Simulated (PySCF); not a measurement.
**Dipole moment and polarisability of `O=C=PC[SiH3]`**

C2H5OPSi.
Cartesian coordinates in Å at the PBE0-D3(BJ)/def2-SVP level; atoms count from 1:
```xyz
10
C2H5OPSi angstrom
O      2.9332   -0.4922    0.6739
C      2.2034    0.1439    0.0423
P      1.2808    1.1290   -0.9632
C     -0.3655    0.9454   -0.0654
Si    -1.0280   -0.8216   -0.0087
H     -1.0534    1.5656   -0.6637
H     -0.3250    1.4000    0.9367
H     -1.1456   -1.3581   -1.3963
H     -0.0796   -1.6747    0.7698
H     -2.3696   -0.8582    0.6535
```

Level: CAM-B3LYP/def2-SVPD (PySCF), static field, nuclei fixed, core orbitals frozen in the response. The polarisability tensor in these axes (au):

```
x   93.93 -1.47  4.15
y   -1.47 76.18 -8.96
z    4.15 -8.96 70.79
```

Q: Give the principal values, the mean and the anisotropy Δα = √{½[(α1 − α2)² + (α2 − α3)² + (α1 − α3)²]}.

A: Principal values 63.93, 81.77 and 95.20 au; mean 80.30 au = 11.90 Å³ = 13.24 × 10⁻⁴⁰ C²·m²/J; Δα = 27.18 au (34 % of the mean).

Q: What is the dipole moment, and where does it point?

A: (-1.55, 0.79, 0.16) D, 1.75 D in size, pointing from the negative to the positive side. Measured along this direction, the outermost atoms are O1 at the negative end and H10 at the positive end.

Q: Give the eigenvalues of the traceless quadrupole moment Θ = ½Σq(3rr − r²1), origin at the centre of nuclear charge.

A: -1.73, -0.73, 2.46 D·Å. The values depend on the origin, since the dipole doesn't vanish. The electronic extent ⟨r²⟩ about the same centre is 783 bohr², a root-mean-square distance of 2.02 Å for the 54 electrons.

Q: Orientational against electronic polarisability at 350 K (dilute gas, rigid molecules)?

A: In Gaussian units μ²/3kT = 21.13 Å³ against 11.90 Å³, a ratio of 1.78; the Debye molar polarisation (4π/3)N_A(α + μ²/3kT) is 83.3 cm³/mol, leaving out the vibrational part.

Q: Rayleigh depolarisation ratio (linearly polarised light, static tensor)?

A: ρ = 3Δα²/(45ᾱ² + 4Δα²) = 2215.5/(290153 + 2954.0) = 0.00756.

Q: What molar refraction does this α imply?

A: Lorentz–Lorenz: R = (4π/3)N_A α = 2.5225 cm³/(mol·Å³) × 11.90 Å³ = 30.0 cm³/mol, in the limit of long wavelengths.

The structure is a single PBE0-D3(BJ)/def2-SVP conformer in the gas phase; no vibrational or solvent corrections.
